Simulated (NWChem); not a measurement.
Molecule: CAuO, doublet; SMILES [O+]#[C-]->[Au]

Program: NWChem. Spin-unrestricted. In the optimisation the excess spin sits in a' (Cs, its own frame). Geometry: optimised at PBE0/def2-SVP, spin-unrestricted. This spin state was assumed; another may lie lower. No stability test was run on the SCF state. def2 effective core potentials on Au; no spin-orbit coupling. Level B3LYP/def2-SVP: energy and gradient on several grids; changes count from the extra-fine grid, which is no exact limit either.

Which is the coarsest grid (fine; medium; xfine; xcoarse; coarse) from which on the energy stays within 100 μHa and each gradient component within 200 μHa/bohr of xfine?

medium.
```csv
grid,size of the energy change (μHa),largest change of a gradient component (μHa/bohr)
xcoarse,1000,10000
coarse,10,800
medium,< 10,80
fine,< 10,< 30
xfine,< 10,< 30
```
